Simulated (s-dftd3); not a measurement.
sulfolane (C4H8O2S), singlet, geometry from GFN2-xTB; D3(bj) for blyp in s-dftd3.

Input for s-dftd3:
```
$ s-dftd3 mol.xyz --bj blyp --json dftd3.json --noedisp --grad

# file mol.xyz
15

O      1.59952733     0.87545052    -0.67687010
S      0.60214094     0.39875339     0.24138734
O      0.78650253     0.70464053     1.63338603
C     -1.06639478     0.92788654    -0.29957718
C     -1.60702172    -0.31440064    -0.97277248
C     -1.15076282    -1.51187602    -0.13277313
C      0.35103521    -1.40161625     0.01280255
H     -1.61765612     1.19700565     0.59605374
H     -0.96068093     1.78115244    -0.95933744
H     -2.69436558    -0.28881279    -1.05393113
H     -1.18825946    -0.39722459    -1.97751409
H     -1.44273338    -2.45088175    -0.60455652
H     -1.61813355    -1.46124186     0.85248222
H      0.75341325    -1.91841049     0.87624760
H      0.88478642    -1.68233103    -0.88984786
```

What the program printed (banner, timings and long lists left out):

```
-----------------------------------
 s i m p l e   D F T - D 3  v1.4.0
-----------------------------------

Rational (Becke-Johnson) damping: blyp-D3(BJ)
---------------------
  s6         1.0000
  s8         2.6996
  s9         0.0000
  a1         0.4298
  a2         4.2359
 alp        14.0000
--------------------

Dispersion energy:      -3.2888490408121E-02 Eh

Gradient norm:           2.5530969237912E-03 Eh/a0
--------------------------------------------------
     #    Z           dE/dx      dE/dy      dE/dz
--------------------------------------------------
     1    8 O     7.649E-04  4.256E-04 -1.612E-04
     2   16 S     9.072E-04  6.008E-04  3.637E-04
     3    8 O     4.633E-04  3.878E-04  6.535E-04
     4    6 C    -3.191E-04  5.125E-04 -8.789E-05
     5    6 C    -5.733E-04 -3.106E-05 -3.201E-04
     6    6 C    -3.299E-04 -5.670E-04 -4.196E-05
     7    6 C     3.004E-04 -5.249E-04  8.039E-05
     8    1 H    -2.907E-04  3.731E-04  1.407E-04
     9    1 H    -1.612E-04  4.108E-04 -1.574E-04
    10    1 H    -4.443E-04 -8.858E-06 -2.003E-04
    11    1 H    -2.868E-04 -3.839E-05 -4.693E-04
    12    1 H    -2.191E-04 -4.305E-04 -6.563E-05
    13    1 H    -3.390E-04 -3.760E-04  2.185E-04
    14    1 H     2.209E-04 -3.713E-04  1.814E-04
    15    1 H     3.067E-04 -3.625E-04 -1.343E-04
--------------------------------------------------

Virial:
--------------------------------------------------
      component           x          y          z
--------------------------------------------------
          x       1.388E-02  1.926E-03  3.666E-03
          y       1.926E-03  1.339E-02  5.406E-04
          z       3.666E-03  5.406E-04  6.590E-03
--------------------------------------------------

[Info] JSON dump of results written to 'dftd3.json'
```
